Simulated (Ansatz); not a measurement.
Gas-phase electronic energies from Ansatz, PBE0-D4/def2-TZVP geometries. CCSD(T)/CBS is the MP2 limit (def2-TZVPP, def2-QZVPP) plus CCSD(T) − MP2 in def2-TZVPP, frozen cores. DFT in def2-TZVPP. HSE06 is defined as in plane-wave codes. For Zn outer-core shells are correlated without core-valence functions, which leaves a few kJ/mol of doubt a bond. Scalar relativity is left out up to krypton. One conformer a species, not always the lowest.

`CO[CH2][ZnH]` + `CNC` → `C[N](C)[ZnH]` + `COC`  (ligand exchange at a Zn–C bond)

Question: Is it downhill or uphill in electronic energy at CCSD(T)/CBS, and by how much? (Best estimate.)

Answer: The calculation gave: Downhill: ΔE = -0.46 eV.

Question: What do these levels give: r2SCAN0-D4, PBE, BLYP, r2SCANh, HSE06, MP2/def2-SVP, CCSD(T)/def2-TZVPP, HF/def2-QZVPP, MP2/def2-QZVPP, SCS-MP2/def2-QZVPP, HF/CBS(def2), CCSD/CBS(def2)? (Estimate.)

Answer: Computed: r2SCAN0-D4 -0.46, PBE -0.42, BLYP -0.43, r2SCANh -0.47, HSE06 -0.41, MP2/def2-SVP -0.51, CCSD(T)/def2-TZVPP -0.47, HF/def2-QZVPP -0.45, MP2/def2-QZVPP -0.51, SCS-MP2/def2-QZVPP -0.49, HF/CBS(def2) -0.45, CCSD/CBS(def2) -0.45 eV.

Largest T1 diagnostic among the species: 0.015.

Leaving LDA and LC-ωPBE aside and taking each functional with its dispersion term where it has one, the values, not all of them listed here, spread over 0.07 eV, from r2SCAN-D4 to ωB97M-V. LDA lies −0.07 eV from PBE without D4.
